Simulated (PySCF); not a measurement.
Polarisability and C₆ of As⁻ (arsenic, charge -1)

[Ar] 3d10 4s2 4p4, high-spin 3P determinant. All numbers are calculated (PySCF 2.14, the spin-free X2C one-electron Hamiltonian (Gaussian nucleus), in aug-cc-pVDZ-DK). Coupled (time-dependent) response in atomic units; α is the mean over directions. A double-zeta set is small for polarisabilities.

```json
{"method": "UHF", "mean α (bohr³)": "62.35", "α xx, yy, zz": "49.12, 88.81, 49.12", "C₆ (like pair)": "745.9", "S(−4)": "1788"}
```

S(−4) is the Cauchy moment in α(ω) = α(0) + S(−4) ω² + …

Spin-orbit coupling is absent.

α(iu) at UHF:

```json
{"u (hartree)": "0", "α(iu) (bohr³)": "62.35"}
{"u (hartree)": "0.0500", "α(iu) (bohr³)": "58.46"}
{"u (hartree)": "0.100", "α(iu) (bohr³)": "50.79"}
{"u (hartree)": "0.200", "α(iu) (bohr³)": "37.07"}
{"u (hartree)": "0.300", "α(iu) (bohr³)": "27.42"}
{"u (hartree)": "0.500", "α(iu) (bohr³)": "15.81"}
{"u (hartree)": "0.750", "α(iu) (bohr³)": "8.876"}
{"u (hartree)": "1.00", "α(iu) (bohr³)": "5.555"}
{"u (hartree)": "1.50", "α(iu) (bohr³)": "2.718"}
{"u (hartree)": "2.00", "α(iu) (bohr³)": "1.598"}
{"u (hartree)": "3.00", "α(iu) (bohr³)": "0.7406"}
{"u (hartree)": "5.00", "α(iu) (bohr³)": "0.2754"}
```

A single London oscillator, α(iu) = α/(1 + u²/ω²), gives C₆ = (3/4) ω α². Matching the computed C₆ needs ω = 4 × 745.9 / (3 × 62.35²) = 0.256 hartree.

For an ion, C₆ is the dispersion term alone; charge-induced terms of lower order in 1/R come first.

The components differ because the open shell of this determinant is not spherical; for a pure term their mean is the scalar polarisability.
